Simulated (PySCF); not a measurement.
Geometry (Å), atoms numbered from 1 in this order:
```xyz
16

C     2.484    0.674   -0.188
C     2.413   -0.562   -0.649
S     1.208   -1.780   -0.270
C     0.283   -1.025    1.106
O    -0.518    0.054    0.692
C    -1.818   -0.197    0.418
C    -2.511    1.058   -0.031
O    -2.326   -1.273    0.553
H     1.763    1.088    0.494
H     3.283    1.325   -0.498
H     3.126   -0.960   -1.354
H    -0.336   -1.828    1.517
H     0.996   -0.652    1.841
H    -3.336    0.802   -0.688
H    -1.809    1.719   -0.530
H    -2.910    1.566    0.845
```

Geometry: GFN2-xTB; GIAO shifts from PySCF 2.14.0 with density-fitted response routines, gas phase, non-relativistic, averaged over equivalent atoms.

At HCTH407/pcseg-1 (156 basis functions, 31 s wall time on 1 thread of an Arm Neoverse V1, shared host):
```tsv
atoms	δ (ppm)
C6	165.5
C2	134.4
C1	104.9
C4	68.9
C7	21.8
O8	399.0
O5	219.9
H11	6.48
H12/H13	5.74
H9	5.52
H10	5.34
H14/H15/H16	2.14
```

δ = σ(ref) − σ, references computed at the same level: 13C (191.88 ppm), 1H (31.83 ppm) vs TMS; H2O for 17O (336.74 ppm).

Q: What do these become at PBE0/pcSseg-1?

A: 
| atoms | δ at PBE0/pcSseg-1 | change |
| --- | --- | --- |
| C6 | 174.8 | +9.3 |
| C2 | 141.4 | +7.0 |
| C1 | 113.5 | +8.6 |
| C4 | 66.8 | -2.1 |
| C7 | 22.8 | +1.0 |
| O8 | 443.7 | +44.7 |
| O5 | 221.9 | +2.0 |
| H11 | 6.51 | +0.03 |
| H12/H13 | 5.65 | -0.09 |
| H9 | 5.64 | +0.12 |
| H10 | 5.51 | +0.17 |
| H14/H15/H16 | 2.13 | -0.01 |

δ = σ(ref) − σ, references computed at the same level: 13C (σ = 186.93 ppm), 1H (σ = 31.72 ppm) against TMS; 17O (σ = 336.08 ppm) against H2O.

The largest change is at O8 (ester carbonyl oxygen). Cost: 183 basis functions, roughly 90 core-seconds. The order of the carbon signals is the same at both levels.

Unscaled 17O shifts of doubly bonded oxygen tend to come out too high, by tens of ppm or more. Experimental scales use liquid or dissolved standards, which lie at an offset from isolated H2O (liquid H2O: subtract about 36 ppm).
